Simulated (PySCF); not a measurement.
CH7NOSi2.
SMILES with atom numbers: `[O:1]=[CH:2][N:3]([SiH3:4])[SiH3:5]` (hydrogens: H6 on C2; H7, H8, H9 on Si4; H10, H11, H12 on Si5)

The same species was optimised twice, with GFN2-xTB and with PBE0-D3(BJ)/def2-SVP (PySCF), and the same property calculations (PySCF, gas phase) were run on both structures.

| coordinate | GFN2-xTB | PBE0-D3(BJ)/def2-SVP | change |
| --- | --- | --- | --- |
| C2–N3 (Å) | 1.331 | 1.372 | +0.041 |
| Si5–H12 (Å) | 1.454 | 1.487 | +0.033 |
| Si5–H10 (Å) | 1.454 | 1.487 | +0.033 |
| Si4–H9 (Å) | 1.461 | 1.491 | +0.030 |
| Si4–H8 (Å) | 1.462 | 1.491 | +0.029 |
| Si4–H7 (Å) | 1.461 | 1.491 | +0.030 |
| Si5–H11 (Å) | 1.467 | 1.495 | +0.028 |
| N3–Si4 (Å) | 1.743 | 1.770 | +0.027 |
| C2–H6 (Å) | 1.099 | 1.115 | +0.016 |
| N3–Si5 (Å) | 1.786 | 1.792 | +0.006 |
| O1=C2 (Å) | 1.215 | 1.210 | -0.005 |
| C2–N3–Si5 (°) | 105.5 | 112.2 | +6.7 |
| H10–Si5–H12 (°) | 117.6 | 112.0 | -5.6 |
| Si4–N3–Si5 (°) | 129.4 | 124.0 | -5.4 |
| H7–Si4–H9 (°) | 112.4 | 109.1 | -3.3 |
| N3–Si4–H9 (°) | 107.3 | 110.4 | +3.1 |
| N3–Si5–H12 (°) | 108.2 | 111.2 | +3.0 |
| N3–Si4–H7 (°) | 107.3 | 110.3 | +3.0 |
| N3–Si5–H10 (°) | 108.2 | 111.1 | +2.9 |
| O1–C2–N3–Si4 (°) | 180 | 179 | -1 |

Rotational constants: A = 4825, B = 2362, C = 1649 MHz (GFN2-xTB) against A = 4190, B = 2400, C = 1583 MHz (PBE0-D3(BJ)/def2-SVP).

On the GFN2-xTB structure: lowest singlet, TDDFT (eV) 5.70 [PBE0/def2-SVPD]; lowest triplet, Tamm–Dancoff (eV) 5.18 [PBE0/def2-SVPD]; isotropic polarisability (au) 74.2 [PBE0/def2-SVPD]; HOMO (eV) -8.04 [PBE0/def2-SVPD]; LUMO (eV) -0.14 [PBE0/def2-SVPD]; dipole (D) 2.86 [PBE0/def2-SVPD]; HOMO (eV) -7.98 [PBE0/pcSseg-1]; LUMO (eV) 0.02 [PBE0/pcSseg-1]; dipole (D) 2.87 [PBE0/pcSseg-1]; GIAO shielding of O1 (ppm) -130.1 [PBE0/pcSseg-1]; GIAO shielding of C2 (ppm) 13.0 [PBE0/pcSseg-1]; GIAO shielding of N3 (ppm) 151.1 [PBE0/pcSseg-1]; GIAO shielding of Si4/Si5 (mean) (ppm) 412.9 [PBE0/pcSseg-1].

Q: What do these properties become on the PBE0-D3(BJ)/def2-SVP structure?

A: 
```csv
property,level,on GFN2-xTB,on PBE0-D3(BJ)/def2-SVP,change
"lowest singlet, TDDFT (eV)",PBE0/def2-SVPD,5.70,5.52,-0.18
"lowest triplet, Tamm–Dancoff (eV)",PBE0/def2-SVPD,5.18,4.97,-0.21
isotropic polarisability (au),PBE0/def2-SVPD,74.2,77.2,+3.0
HOMO (eV),PBE0/def2-SVPD,-8.04,-8.09,-0.05
LUMO (eV),PBE0/def2-SVPD,-0.14,-0.33,-0.19
dipole (D),PBE0/def2-SVPD,2.86,2.87,+0.01
"energy, GFN2-xTB geometry as zero (kcal/mol)",PBE0/def2-SVPD,0.0,-4.1,-4.1
HOMO (eV),PBE0/pcSseg-1,-7.98,-8.03,-0.05
LUMO (eV),PBE0/pcSseg-1,0.02,-0.09,-0.11
dipole (D),PBE0/pcSseg-1,2.87,2.85,-0.02
"energy, GFN2-xTB geometry as zero (kcal/mol)",PBE0/pcSseg-1,0.0,-3.8,-3.8
GIAO shielding of O1 (ppm),PBE0/pcSseg-1,-130.1,-150.2,-20.1
GIAO shielding of C2 (ppm),PBE0/pcSseg-1,13.0,12.4,-0.6
GIAO shielding of N3 (ppm),PBE0/pcSseg-1,151.1,154.3,+3.2
GIAO shielding of Si4/Si5 (mean) (ppm),PBE0/pcSseg-1,412.9,406.9,-6.0
```

The heavy atoms differ by 0.090 Å rms after alignment. Among all bonds C2–N3 changes most (+0.041 Å). Changes are differences of the printed values. Neither structure is proved a minimum here.

Shape of the structure used: `[O:1]=[CH:2][N:3]([SiH3:4])[SiH3:5]`: O1–C2–N3–Si4 179°.
